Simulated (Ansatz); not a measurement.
Consider the cleavage of the P–In bond: `O[PH][InH2]` + H₂S → `OPS` + `[InH3]`.

Calculated with Ansatz (gas phase, PBE0-D4/def2-TZVP geometries, no zero-point term in ΔE). CBS: MP2 limit from def2 TZ/QZ plus the TZ coupled-cluster correction, frozen cores. This one scheme is used for every species. Functionals use def2-TZVPP. def2 core potentials past Kr. For In outer-core shells are correlated without core-valence functions, which leaves a few kJ/mol of doubt a bond. One conformer a species, not always the lowest.

```tsv
level	ΔE (kJ/mol)
r2SCAN-D4	1.3
CAM-B3LYP	2.7
CCSD/def2-TZVPP	9.7
MP2/CBS(def2)	5.3
```

(1) What does CCSD(T)/CBS give? (An estimate is asked.)

Largest T1 diagnostic among the species: 0.015.

Results:

(1) Computed: +7.3 kJ/mol. The listed levels differ from it by -6.0, -4.6, 2.4, -2.0 kJ/mol.

Leaving LDA and LC-ωPBE aside and taking each functional with its dispersion term where it has one, the values, not all of them listed here, spread over 10.0 kJ/mol, from B97M-V to BHLYP-D4. LDA lies −3.3 kJ/mol from PBE without D4. At CCSD(T), def2-SVP lies +9.8 kJ/mol from the extrapolated value and def2-TZVPP +1.3 kJ/mol.
